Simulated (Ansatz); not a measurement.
`[O]=[W]([F])(=[S])[Cl]` + `COC=N` → `C[O][W](=[O])([F])=[S]` + `N=CCl`  (formal exchange of groups at a W–Cl bond)

Computed with Ansatz on PBE0-D4/def2-TZVP structures; ΔE is electronic, products minus reactants. CBS: MP2 limit from def2 TZ/QZ plus the TZ coupled-cluster correction, frozen cores. This one scheme is used for every species. Functionals use def2-TZVPP. B3LYP here is the variant with VWN-RPA as its local correlation; programs differ in this. HSE06 is defined as in plane-wave codes. def2 core potentials past Kr. For W outer-core shells are correlated without core-valence functions, which leaves a few kJ/mol of doubt a bond. Each species was taken in one conformer, which may not be the lowest.

```csv
level,ΔE (kJ/mol),difference from CCSD(T)/CBS
LDA (SPW92),60.3,6.2
PBE-D4,52.2,-1.9
BLYP-D4,45.6,-8.5
r2SCAN-D4,56.1,2.0
B97M-V,57.6,3.5
PBE0-D4,56.4,2.3
B3LYP-D4,50.0,-4.1
r2SCANh-D4,57.2,3.1
r2SCAN0-D4,58.9,4.8
HSE06-D4,56.5,2.4
BHLYP-D4,54.4,0.3
CAM-B3LYP-D4,50.1,-4.0
ωB97X-V,51.4,-2.7
ωB97M-V,53.5,-0.6
PBE,52.5,-1.6
revPBE,49.4,-4.7
BLYP,45.6,-8.5
r2SCAN,56.4,2.3
PBE0,56.8,2.7
B3LYP,50.3,-3.8
r2SCANh,57.6,3.5
r2SCAN0,59.3,5.2
HSE06,56.9,2.8
CAM-B3LYP,50.5,-3.6
LC-ωPBE,50.7,-3.4
RPA@PBE/def2-TZVPP,51.6,-2.5
HF/def2-SVP,62.2,8.1
MP2/def2-SVP,67.2,13.1
CCSD(T)/def2-SVP,56.6,2.5
HF/def2-TZVPP,54.1,0.0
MP2/def2-TZVPP,65.0,10.9
SCS-MP2/def2-TZVPP,59.5,5.4
CCSD/def2-TZVPP,51.7,-2.4
CCSD(T)/def2-TZVPP,53.1,-1.0
HF/def2-QZVPP,54.7,0.6
MP2/def2-QZVPP,65.8,11.7
SCS-MP2/def2-QZVPP,60.2,6.1
HF/CBS(def2),54.7,0.6
MP2/CBS(def2),66.0,11.9
CCSD/CBS(def2),52.7,-1.4
CCSD(T)/CBS,54.1,0
```

Largest T1 diagnostic among the species: 0.022, so the coupled-cluster value is less sure than usual.

From BLYP to BHLYP (50 % exact exchange), in def2-TZVPP and without D4, ΔE moves by +9.0 kJ/mol. Leaving LDA and LC-ωPBE aside and taking each functional with its dispersion term where it has one, the values, not all of them listed here, spread over 16.9 kJ/mol, from BLYP-D4 to PBE-QIDH. LDA lies +7.9 kJ/mol from PBE without D4.
